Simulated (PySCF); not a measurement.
PySCF input for N-methylmethanimine (C2H5N), SMILES CN=C, SMD-M06-2X/def2-SVP. Geometry: PBE0-D3(BJ)/def2-TZVP.

```python
import numpy as np
from pyscf import gto, scf, dft
from pyscf.solvent import smd

mol = gto.M(
    atom='''
    C     0.13353325    1.13804726   -0.00000000
    N    -0.53184612   -0.13780406    0.00000000
    C     0.18042638   -1.17341524    0.00000000
    H    -0.18656358    1.70669445   -0.87706442
    H    -0.18656358    1.70669445    0.87706443
    H     1.23094306    1.06424499   -0.00000000
    H     1.27999684   -1.14879115    0.00000000
    H    -0.29864768   -2.15200642   -0.00000000
    ''',
    basis='def2-SVP',
    charge=0,
    spin=0,
    max_memory=1600,
    verbose=3,
)
mf = dft.RKS(mol, xc='m06-2x').density_fit(auxbasis='def2-universal-jkfit')
mf.grids.level = 4
mf.conv_tol = 1e-9
mf.max_cycle = 100
mf.kernel()
res = {}
for name in ['water', 'dimethylsulfoxide', 'diethylether']:
    s = mf.SMD()
    s.with_solvent.solvent, s.with_solvent.sasa_ng = name, 302
    s.kernel(mf.make_rdm1())
    res[name] = (s.e_tot, s.with_solvent.get_cds(), s.dip_moment(), s.mo_energy, s.converged)
    print(f'SMD {name}: dG(solv) = {(s.e_tot - mf.e_tot) * 627.509474:.3f} kcal/mol, of which CDS {res[name][1] * 627.509474:.3f}')
```

Log of the run:

```
converged SCF energy = -133.765757621479
converged SCF energy = -133.771234103643
Dipole moment(X, Y, Z, Debye):  1.97461,  0.04341, -0.00000
SMD water: dG(solv) = -3.437 kcal/mol, of which CDS 0.390
converged SCF energy = -133.768483813493
Dipole moment(X, Y, Z, Debye):  1.96623,  0.04504, -0.00000
SMD dimethylsulfoxide: dG(solv) = -1.711 kcal/mol, of which CDS 2.060
converged SCF energy = -133.769381817093
Dipole moment(X, Y, Z, Debye):  1.79521,  0.07618, -0.00000
SMD diethylether: dG(solv) = -2.274 kcal/mol, of which CDS 0.300
```

The calculation finished and met its thresholds.
